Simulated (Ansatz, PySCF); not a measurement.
This Ansatz (a first-principles code) input computes a PBE/def2-TZVPD energy:

Ansatz 0.2 input:
```yaml
crystal:
  periodic: [false, false, false]
  atoms:
    - {symbol: Si, position_ang: [0.74709231, 0.60446813, -0.39817545]}
    - {symbol: C, position_ang: [1.63938611, -1.01782919, -0.46059291]}
    - {symbol: F, position_ang: [1.32149829, 1.43786697, 0.85560078]}
    - {symbol: N, position_ang: [-0.95265188, 0.37092452, -0.24177445]}
    - {symbol: Si, position_ang: [-1.86883619, -0.95127389, 0.41874737]}
    - {symbol: H, position_ang: [0.99190622, 1.46195534, -1.57570154]}
    - {symbol: H, position_ang: [1.30019972, -1.62179430, -1.30385292]}
    - {symbol: H, position_ang: [2.71219800, -0.84769450, -0.56965284]}
    - {symbol: H, position_ang: [1.48364500, -1.59344838, 0.45359504]}
    - {symbol: H, position_ang: [-1.50561405, 1.20146575, -0.41833872]}
    - {symbol: H, position_ang: [-1.13433431, -2.21055804, 0.12373562]}
    - {symbol: H, position_ang: [-3.20482433, -0.96494461, -0.24221986]}
basis:
  gaussian:
    orbitals: def2-TZVPD
hamiltonian:
  xc: {name: PBE}
magnetization: {spin_polarized: true, initial_magnetization: 1}
output: {forces: true}
```

Write an input for the same energy in PySCF and say what it gives.


```python
from pyscf import gto, scf, dft

mol = gto.M(
    atom='''
    Si    0.74709231    0.60446813   -0.39817545
    C     1.63938611   -1.01782919   -0.46059291
    F     1.32149829    1.43786697    0.85560078
    N    -0.95265188    0.37092452   -0.24177445
    Si   -1.86883619   -0.95127389    0.41874737
    H     0.99190622    1.46195534   -1.57570154
    H     1.30019972   -1.62179430   -1.30385292
    H     2.71219800   -0.84769450   -0.56965284
    H     1.48364500   -1.59344838    0.45359504
    H    -1.50561405    1.20146575   -0.41833872
    H    -1.13433431   -2.21055804    0.12373562
    H    -3.20482433   -0.96494461   -0.24221986
    ''',
    basis='def2-tzvpd',
    charge=0,
    spin=1,
    verbose=4,
)

mf = dft.UKS(mol, xc='pbe').density_fit(auxbasis='def2-universal-jkfit')
mf.grids.level = 3
mf.conv_tol = 1e-9
mf.max_cycle = 100
mf.max_memory = 1500
mf.kernel()
if not mf.converged:
    mf = mf.newton()
    mf.kernel(mf.make_rdm1())
for _ in range(2):
    mo, _, stable, _ = mf.stability(return_status=True)
    if stable:
        break
    mf.kernel(mf.make_rdm1(mo, mf.mo_occ))
mf.analyze()
```
It gives -775.55948 Eh, and Ansatz -775.55934 Eh, a difference of 0.14 mEh, from the treatment of integrals and grids.

It need not be the lowest isomer of its formula.
